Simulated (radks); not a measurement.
Trend from La4+ to Lu4+: ionisation energy by Delta-SCF between NIST ground configurations, and size. Method: scalar-relativistic Kohn-Sham, LDA (Slater exchange, Perdew-Wang correlation), spin-polarised, spherical densities, finite nucleus; open shells are filled with parallel spins first (spin-orbit coupling, left out, can overturn this in heavy ions); Fermi nuclear charge, rms radius of each element as measured or else 0.836 A^(1/3) + 0.57 fm; computed with a radial shooting solver on a logarithmic mesh with Libxc functionals.

[
 {"species": "La4+", "configuration": "[Kr] 4d10 5s2 5p5", "IE (eV)": "62.927", "NIST (eV)": "62", "kind": "semi-emp.", "outermost": "5p", "<r> outermost (bohr)": "1.71", "r at 0.001 e/bohr^3 (bohr)": "3.35"},
 {"species": "Ce4+", "configuration": "[Xe]", "IE (eV)": "66.613", "NIST (eV)": "65.6", "kind": "semi-emp.", "outermost": "5p", "<r> outermost (bohr)": "1.64", "r at 0.001 e/bohr^3 (bohr)": "3.30"},
 {"species": "Pr4+", "configuration": "[Xe] 4f1", "IE (eV)": "59.499", "NIST (eV)": "57.53", "kind": "semi-emp.", "outermost": "5p", "<r> outermost (bohr)": "1.61", "r at 0.001 e/bohr^3 (bohr)": "3.26"},
 {"species": "Nd4+", "configuration": "[Xe] 4f2", "IE (eV)": "68.961", "NIST (eV)": "-", "kind": "", "outermost": "5p", "<r> outermost (bohr)": "1.58", "r at 0.001 e/bohr^3 (bohr)": "3.22"},
 {"species": "Pm4+", "configuration": "[Xe] 4f3", "IE (eV)": "70.071", "NIST (eV)": "-", "kind": "", "outermost": "5p", "<r> outermost (bohr)": "1.56", "r at 0.001 e/bohr^3 (bohr)": "3.19"},
 {"species": "Sm4+", "configuration": "[Xe] 4f4", "IE (eV)": "64.176", "NIST (eV)": "62.7", "kind": "semi-emp.", "outermost": "5p", "<r> outermost (bohr)": "1.53", "r at 0.001 e/bohr^3 (bohr)": "3.15"},
 {"species": "Eu4+", "configuration": "[Xe] 4f5", "IE (eV)": "72.202", "NIST (eV)": "-", "kind": "", "outermost": "5p", "<r> outermost (bohr)": "1.51", "r at 0.001 e/bohr^3 (bohr)": "3.12"},
 {"species": "Gd4+", "configuration": "[Xe] 4f6", "IE (eV)": "73.232", "NIST (eV)": "-", "kind": "", "outermost": "5p", "<r> outermost (bohr)": "1.48", "r at 0.001 e/bohr^3 (bohr)": "3.09"},
 {"species": "Tb4+", "configuration": "[Xe] 4f7", "IE (eV)": "74.243", "NIST (eV)": "-", "kind": "", "outermost": "5p", "<r> outermost (bohr)": "1.46", "r at 0.001 e/bohr^3 (bohr)": "3.06"},
 {"species": "Dy4+", "configuration": "[Xe] 4f8", "IE (eV)": "75.700", "NIST (eV)": "-", "kind": "", "outermost": "5p", "<r> outermost (bohr)": "1.44", "r at 0.001 e/bohr^3 (bohr)": "3.03"},
 {"species": "Ho4+", "configuration": "[Xe] 4f9", "IE (eV)": "77.122", "NIST (eV)": "-", "kind": "", "outermost": "5p", "<r> outermost (bohr)": "1.41", "r at 0.001 e/bohr^3 (bohr)": "3.00"},
 {"species": "Er4+", "configuration": "[Xe] 4f10", "IE (eV)": "78.515", "NIST (eV)": "-", "kind": "", "outermost": "5p", "<r> outermost (bohr)": "1.39", "r at 0.001 e/bohr^3 (bohr)": "2.97"},
 {"species": "Tm4+", "configuration": "[Xe] 4f11", "IE (eV)": "79.884", "NIST (eV)": "-", "kind": "", "outermost": "5p", "<r> outermost (bohr)": "1.37", "r at 0.001 e/bohr^3 (bohr)": "2.95"},
 {"species": "Yb4+", "configuration": "[Xe] 4f12", "IE (eV)": "81.235", "NIST (eV)": "-", "kind": "", "outermost": "5p", "<r> outermost (bohr)": "1.34", "r at 0.001 e/bohr^3 (bohr)": "2.92"},
 {"species": "Lu4+", "configuration": "[Xe] 4f13", "IE (eV)": "68.975", "NIST (eV)": "66.8", "kind": "semi-emp.", "outermost": "5p", "<r> outermost (bohr)": "1.32", "r at 0.001 e/bohr^3 (bohr)": "2.90"}
]

Reference values: NIST Atomic Spectra Database (exp. = measured, semi-emp. = semi-empirical, theory = theoretical value adopted there). Open shells are spherical and high-spin; term and fine-structure splittings are not resolved. Spin-orbit splitting is averaged out at the scalar-relativistic level. No tabulated value is given for the 4+ ions of Nd, Pm and Eu to Yb, where it belongs to another shell than the one emptied here.
